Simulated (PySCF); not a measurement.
Compound: 2-bromoethanol, C2H5BrO.
Numbering: `[OH:1][CH2:2][CH2:3][Br:4]` (hydrogens: H5 on O1; H6, H7 on C2; H8, H9 on C3)

Theory: PySCF, PBE0-D3(BJ)/def2-SVP geometry optimisation, gas phase.

Problem. What internal coordinates does the optimisation give?

Solution. 
```tsv
bond	length (Å)
O1–C2	1.391
C2–C3	1.513
C3–Br4	1.952
O1–H5	0.966
C2–H6, C2–H7	1.106
C3–H8, C3–H9	1.098
```

Bonds in one row agree within 0.01 Å and their mean is given. A selection of angles:
```tsv
angle	degrees
C2–O1–H5	107.1
O1–C2–C3	113.2
O1–C2–H6	107.2
O1–C2–H7	112.6
C3–C2–H6	107.4
C3–C2–H7	109.1
H6–C2–H7	106.9
C2–C3–Br4	110.5
C2–C3–H8	112.2
Br4–C3–H8	106.4
H8–C3–H9	110.1
```

Dihedral angles: O1–C2–C3–Br4 -62° (synclinal); H5–O1–C2–C3 57° (synclinal). The mirror-image conformer, all signs reversed, is as good.

Of the pairs four or more bonds apart, Br4···H5 is among the closest relative to their van der Waals radii: 2.69 Å, 88 % of the sum of Bondi's values.

Point group: C1 (no symmetry element, even within 0.4 Å). PBE0-D3(BJ)/def2-SVP frequencies: not computed here. One conformer, not necessarily the lowest (H–O1–C2–C3 57°, O1–C2–C3–Br4 -62°).
